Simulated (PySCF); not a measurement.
Two species compared at the same levels of theory.

First species: C₄H₉F₃Si.
Z-matrix (Å and degrees, GFN2-xTB geometry), rows numbered from 1:
```
F 
C   1  1.3553
F   2  1.3568  1  105.98
C   2  1.5205  1  110.67  3   119.98
C   4  1.5287  2  111.07  1   174.53
F   5  1.3881  4  107.58  2   -61.91
C   5  1.5167  4  113.09  2   177.35
Si  7  1.9120  5  112.58  4   175.46
H   2  1.0999  1  108.05  3  -115.40
H   4  1.0914  2  108.16  1    54.06
H   4  1.0908  2  108.85  1   -64.55
H   5  1.0971  4  110.19  2    52.55
H   7  1.0893  5  108.02  4   -62.59
H   7  1.0907  5  108.67  4    53.28
H   8  1.4634  7  106.87  5  -178.96
H   8  1.4642  7  107.71  5    62.42
H   8  1.4582  7  109.83  5   -58.58
```

Second species: C4H9F3Si.
Numbering: `[CH3:1][C@@:2]([F:3])([CH2:4][F:5])[SiH2:6][CH2:7][F:8]` (hydrogens: H9, H10, H11 on C1; H12, H13 on C4; H14, H15 on Si6; H16, H17 on C7)

Levels: wB97X-D/def2-SVPD for dipole moment, HOMO energy, LUMO energy, HOMO–LUMO gap, static isotropic polarisability and electronic spatial extent ⟨r²⟩ about the centre of nuclear charge; TDDFT wB97X-D/def2-SVPD for lowest singlet excitation; TDA wB97X-D/def2-SVPD for lowest triplet excitation (Tamm–Dancoff); GFN2-xTB for rotational constant A and rotational constant C. Geometries: GFN2-xTB. All species are isolated and taken at one optimised geometry, non-relativistic unless stated; the electronic structure was computed with PySCF and density fitting.

Dipoles, sizes and rotational constants follow the conformer. The torsions of the flexible species, by atom-mapped SMILES:
- `[F:1][CH:2]([F:3])[CH2:4][C@H:5]([F:6])[CH2:7][SiH3:8]`: F1–C2–C4–C5 175°, C2–C4–C5–F6 -62°, C4–C5–C7–Si8 175°
- `[CH3:1][C@@:2]([F:3])([CH2:4][F:5])[SiH2:6][CH2:7][F:8]`: C1–C2–C4–F5 156°, C1–C2–Si6–C7 -75°, C2–Si6–C7–F8 47°

(1) Which of the two has the higher LUMO energy, and by how much?

(2) Which has the higher dipole moment?

(3) Which has the higher HOMO–LUMO gap?

(4) Which has the higher HOMO energy?

(5) Which has the higher S1 energy?

(6) Which has the higher rotational constant C?

(7) Which of the two has the higher T1 energy, and by how much?

(8) Which has the higher rotational constant A?

Answers

(1) The second: 2.02 eV against 1.95 eV, a difference of 0.07 eV.

(2) The first: 2.22 D against 1.04 D, a difference of 1.18 D.

(3) The first: 12.75 eV against 12.27 eV, a difference of 0.48 eV.

(4) The second: -10.25 eV against -10.80 eV, a difference of 0.55 eV.

(5) The first: 8.56 eV against 7.86 eV, a difference of 0.70 eV.

(6) The second: 1.129 GHz against 0.625 GHz, a difference of 0.504 GHz.

(7) The first: 8.09 eV against 7.30 eV, a difference of 0.79 eV.

(8) The first: 4.403 GHz against 2.004 GHz, a difference of 2.399 GHz.

On the first: S1 lies 4.19 eV below the HOMO–LUMO gap; its leading configuration is HOMO→LUMO, weight 0.85. The principal polarisabilities are 69.7, 72.0 and 93.3 au; their mean is the isotropic value.

On the second: The 8 singlets span 7.86 to 9.11 eV, and their oscillator strengths add up to 0.46. S1 lies 4.41 eV below the HOMO–LUMO gap; its leading configuration is HOMO→LUMO, weight 0.25, beside HOMO→LUMO+2, weight 0.20.
